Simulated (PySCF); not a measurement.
hydronium (H₃O), SMILES [OH3+], charge +1.

The structure is a stationary point at B3LYP-D3(BJ)/def2-TZVPD.

Level of theory: TDA-PBE/def2-TZVPD run with PySCF.

Vertical excitations; the highest root listed may be one member of a degenerate set. The molecule is in vacuum. State labels are in the subgroup Cs.

| state | symmetry | energy (eV) | λ (nm) | f | main pairs |
|---|---|---|---|---|---|
| S1 | A' | 10.85 | 114 | 0.041 | HOMO→LUMO 99 % |
| S2 | A" | 13.21 | 94 | 0.014 | HOMO→LUMO+1 (degenerate set) |
| S3 | A' | 13.21 | 94 | 0.014 | HOMO→LUMO+2 (degenerate set) |
| S4 | A' | 15.41 | 80 | 0.001 | HOMO→LUMO+3 95 % |
| S5 | A' | 15.52 | 80 | 0.001 | HOMO→LUMO+5 (degenerate set) |
| S6 | A" | 15.53 | 80 | 0.001 | HOMO→LUMO+4 (degenerate set) |
| S7 | A" | 16.33 | 76 | 0.156 | HOMO−2→LUMO (degenerate set) |
| S8 | A' | 16.33 | 76 | 0.156 | HOMO−1→LUMO (degenerate set) |
| S9 | A' | 17.02 | 73 | 0.127 | HOMO→LUMO+6 99 % |
| S10 | A" | 17.45 | 71 | 0.060 | HOMO→LUMO+7 96 % |
| T1 | A' | 10.05 | 123 | 0 | HOMO→LUMO 100 % |
| T2 | A" | 12.55 | 99 | 0 | HOMO→LUMO+1 (degenerate set) |
| T3 | A' | 12.55 | 99 | 0 | HOMO→LUMO+2 (degenerate set) |
| T4 | A' | 14.70 | 84 | 0 | HOMO→LUMO+3 99 % |
Triplets are in the Tamm–Dancoff approximation.
